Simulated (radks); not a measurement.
Problem. These are the eigenvalues of the occupied orbitals of an atom or ion with whole-number occupations (Ry). All-electron calculation, scalar-relativistic Kohn-Sham, exchange-only LDA, spin-polarised, spherical densities, point nucleus. Program: a radial shooting solver on a logarithmic mesh with Libxc functionals.

| orbital | eigenvalue |
|---|---|
| 1s | -1530.140 |
| 2s | -361.7022 |

Which element is it, and in what charge state? The configuration may be excited. Open shells, if any, are filled with parallel spins first.

Solution. Z = 40, zirconium, charge +36: Zr36+ in [He] 2s2. The 1s level, -765.07 hartree, gives Z - s = 39.1 by -(Z - s)^2/2, which with screening and relativity narrows Z to a few neighbours, and with so few levels the electron count can be read from the list.
